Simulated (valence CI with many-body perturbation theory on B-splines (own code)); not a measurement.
## E1 line list for Tl IX

Computed by relativistic CI+MBPT: five valence electrons over a frozen Dirac-Fock core [Xe] 4f14, a basis of 7 s, 7 p, 8 d, 6 f, 4 g, 1 h functions for each j, with the one-electron correlation potential Σ1 (screened to all orders), the two-electron term Σ2, the three-electron term Σ3, Breit, model QED; selected single and double excitations, second order for the rest, scaled by the run's own slope (own B-spline code, finite nucleus).

No measured spectrum was set against this ion. As an estimate, terms of the open shell hold to 2 to 4 % of their energy, and close levels can change places; different configurations can be misplaced against each other by 1,000 to 8,000 cm⁻¹. Among the levels kept, up to 1200 cm⁻¹ of a level comes from second order outside the variational space, and about a tenth of that is noise between levels of different J, which matters for small intervals. The list stops below the first excitations out of the core.

Lines 251 to 300 of 386 in falling wavelength, among levels below 368860 cm⁻¹, chosen from the strongest by gf and those to the six lowest levels. Wavelengths and rates use the calculated energies, so an error of 2000 cm⁻¹ moves a line at 428.9 Å by 0.86 % and its rate by three times that or more. Electric multipoles are in the length gauge, E1 and E2 with the static RPA response of the core. Weak lines are less certain than strong ones. Lines between different terms over intervals too small for the method are left out, as are lines whose strength nearly cancels. The highest levels of a list are the least certain.

Levels are named by their leading jj configuration (3d3/2^4 stands for four electrons in 3d with j = 3/2), which in mixed levels can hold well under half, so a name can repeat and another be missing. Letters in brackets count levels of one name in rising energy.

```
λ vac (Å)                            Upper                        Lower   A (s⁻¹)  log gf  Branch %
    428.9  (5d3/2^3 5d5/2 6p1/2) J=3/2 [b]  (5d3/2^2 5d5/2^3) J=5/2 [c]  1.99e+06   -3.66       0.0
    424.9  (5d3/2^3 5d5/2 6p1/2) J=3/2 [a]        (5d3/2 5d5/2^4) J=1/2  1.22e+06   -3.88       0.0
    422.3      (5d3/2^3 5d5/2 6p1/2) J=7/2  (5d3/2^2 5d5/2^3) J=5/2 [c]  9.75e+05   -3.68       0.0
    420.9  (5d3/2^3 5d5/2 6p1/2) J=5/2 [b]    (5d3/2 5d5/2^4) J=3/2 [b]  1.68e+05   -4.57       0.0
    415.5  (5d3/2^3 5d5/2 6p1/2) J=5/2 [b]  (5d3/2^2 5d5/2^3) J=5/2 [c]  4.13e+05   -4.19       0.0
    410.2      (5d3/2^3 5d5/2 6p1/2) J=1/2  (5d3/2^2 5d5/2^3) J=3/2 [c]  2.39e+05   -4.92       0.0
    408.9  (5d3/2^3 5d5/2 6p1/2) J=3/2 [b]        (5d3/2 5d5/2^4) J=1/2  1.19e+06   -3.92       0.0
    405.7  (5d3/2^3 5d5/2 6p1/2) J=3/2 [a]  (5d3/2^2 5d5/2^3) J=3/2 [c]  1.03e+06   -3.99       0.0
    405.4            (5d3/2^4 6p1/2) J=1/2    (5d3/2 5d5/2^4) J=3/2 [a]  3.34e+05   -4.78       0.0
    397.9  (5d3/2^3 5d5/2 6p1/2) J=3/2 [a]              (5d5/2^5) J=5/2  1.22e+05   -4.94       0.0
    392.2  (5d3/2^3 5d5/2 6p1/2) J=5/2 [a]  (5d3/2^2 5d5/2^3) J=3/2 [c]  8.41e+05   -3.93       0.0
    391.0  (5d3/2^3 5d5/2 6p1/2) J=3/2 [b]  (5d3/2^2 5d5/2^3) J=3/2 [c]  4.39e+06   -3.39       0.0
    390.5  (5d3/2^3 5d5/2 6p1/2) J=3/2 [a]    (5d3/2 5d5/2^4) J=5/2 [b]  7.69e+04   -5.15       0.0
    389.4  (5d3/2^3 5d5/2 6p1/2) J=5/2 [a]    (5d3/2 5d5/2^4) J=7/2 [b]  1.07e+04   -5.84       0.0
    386.6            (5d3/2^4 6p1/2) J=1/2  (5d3/2^2 5d5/2^3) J=1/2 [b]  1.05e+07   -3.33       0.5
    385.5      (5d3/2^3 5d5/2 6p1/2) J=1/2    (5d3/2 5d5/2^4) J=3/2 [a]  2.52e+06   -3.95       0.1
    384.8  (5d3/2^3 5d5/2 6p1/2) J=5/2 [a]              (5d5/2^5) J=5/2  4.04e+04   -5.27       0.0
    383.7  (5d3/2^3 5d5/2 6p1/2) J=3/2 [b]              (5d5/2^5) J=5/2  2.42e+06   -3.67       0.0
    382.9      (5d3/2^3 5d5/2 6p1/2) J=7/2    (5d3/2 5d5/2^4) J=7/2 [b]  4.86e+05   -4.07       0.0
    381.8      (5d3/2^3 5d5/2 6p1/2) J=9/2    (5d3/2 5d5/2^4) J=7/2 [b]  2.86e+06   -3.20       0.1
    381.7            (5d3/2^4 6p1/2) J=1/2  (5d3/2^2 5d5/2^3) J=3/2 [b]  7.62e+06   -3.48       0.3
    381.6  (5d3/2^3 5d5/2 6p1/2) J=3/2 [a]    (5d3/2 5d5/2^4) J=3/2 [a]  2.81e+04   -5.61       0.0
    379.9  (5d3/2^3 5d5/2 6p1/2) J=5/2 [b]  (5d3/2^2 5d5/2^3) J=3/2 [c]  1.96e+06   -3.60       0.0
    378.4      (5d3/2^3 5d5/2 6p1/2) J=7/2              (5d5/2^5) J=5/2  7.12e+05   -3.91       0.0
    377.9  (5d3/2^3 5d5/2 6p1/2) J=5/2 [a]    (5d3/2 5d5/2^4) J=5/2 [b]  1.03e+05   -4.88       0.0
    377.3  (5d3/2^3 5d5/2 6p1/2) J=5/2 [b]    (5d3/2 5d5/2^4) J=7/2 [b]  1.23e+05   -4.80       0.0
    376.9  (5d3/2^3 5d5/2 6p1/2) J=3/2 [b]    (5d3/2 5d5/2^4) J=5/2 [b]  1.11e+06   -4.02       0.0
    374.0      (5d3/2^3 5d5/2 6p1/2) J=9/2        (5d3/2 5d5/2^4) J=9/2  2.89e+05   -4.22       0.0
    371.8      (5d3/2^3 5d5/2 6p1/2) J=7/2    (5d3/2 5d5/2^4) J=5/2 [b]  2.84e+05   -4.33       0.0
    369.6  (5d3/2^3 5d5/2 6p1/2) J=5/2 [a]    (5d3/2 5d5/2^4) J=3/2 [a]  3.82e+06   -3.33       0.1
    368.6  (5d3/2^3 5d5/2 6p1/2) J=3/2 [b]    (5d3/2 5d5/2^4) J=3/2 [a]  2.11e+06   -3.76       0.0
    368.5      (5d3/2^3 5d5/2 6p1/2) J=1/2  (5d3/2^2 5d5/2^3) J=1/2 [b]  5.95e+04   -5.62       0.0
    366.5  (5d3/2^3 5d5/2 6p1/2) J=5/2 [b]    (5d3/2 5d5/2^4) J=5/2 [b]  3.72e+04   -5.35       0.0
    364.9  (5d3/2^3 5d5/2 6p1/2) J=3/2 [a]  (5d3/2^2 5d5/2^3) J=1/2 [b]  1.88e+06   -3.82       0.0
    364.0      (5d3/2^3 5d5/2 6p1/2) J=1/2  (5d3/2^2 5d5/2^3) J=3/2 [b]  5.87e+05   -4.63       0.0
    361.8  (5d3/2^3 5d5/2 6p1/2) J=3/2 [a]    (5d3/2 5d5/2^4) J=5/2 [a]  3.58e+06   -3.55       0.1
    361.2  (5d3/2^3 5d5/2 6p1/2) J=5/2 [a]    (5d3/2 5d5/2^4) J=7/2 [a]  1.31e+07   -2.81       0.4
    360.5  (5d3/2^3 5d5/2 6p1/2) J=3/2 [a]  (5d3/2^2 5d5/2^3) J=3/2 [b]  5.52e+04   -5.37       0.0
    358.8            (5d3/2^4 6p1/2) J=1/2  (5d3/2^2 5d5/2^3) J=3/2 [a]  6.42e+06   -3.61       0.3
    358.7  (5d3/2^3 5d5/2 6p1/2) J=5/2 [b]    (5d3/2 5d5/2^4) J=3/2 [a]  5.71e+04   -5.18       0.0
    358.6      (5d3/2^3 5d5/2 6p1/2) J=9/2       (5d3/2 5d5/2^4) J=11/2  5.84e+04   -4.95       0.0
    355.7      (5d3/2^3 5d5/2 6p1/2) J=7/2  (5d3/2^2 5d5/2^3) J=9/2 [c]  1.82e+06   -3.56       0.1
    355.6      (5d3/2^3 5d5/2 6p1/2) J=7/2    (5d3/2 5d5/2^4) J=7/2 [a]  8.47e+06   -2.89       0.2
    354.8            (5d3/2^4 6p1/2) J=1/2  (5d3/2^2 5d5/2^3) J=1/2 [a]  8.54e+04   -5.49       0.0
    354.6      (5d3/2^3 5d5/2 6p1/2) J=9/2    (5d3/2 5d5/2^4) J=7/2 [a]  1.29e+07   -2.61       0.5
    354.5  (5d3/2^3 5d5/2 6p1/2) J=3/2 [a]  (5d3/2^2 5d5/2^3) J=5/2 [b]  4.46e+07   -2.47       1.1
    354.4            (5d3/2^4 6p1/2) J=1/2  (5d3/2^3 5d5/2^2) J=3/2 [b]  1.84e+07   -3.16       0.8
    352.9  (5d3/2^3 5d5/2 6p1/2) J=3/2 [b]  (5d3/2^2 5d5/2^3) J=1/2 [b]  8.58e+06   -3.19       0.1
    352.7  (5d3/2^3 5d5/2 6p1/2) J=5/2 [a]  (5d3/2^2 5d5/2^3) J=7/2 [c]  1.76e+07   -2.71       0.5
    351.0  (5d3/2^3 5d5/2 6p1/2) J=5/2 [a]    (5d3/2 5d5/2^4) J=5/2 [a]  5.88e+06   -3.19       0.2
```
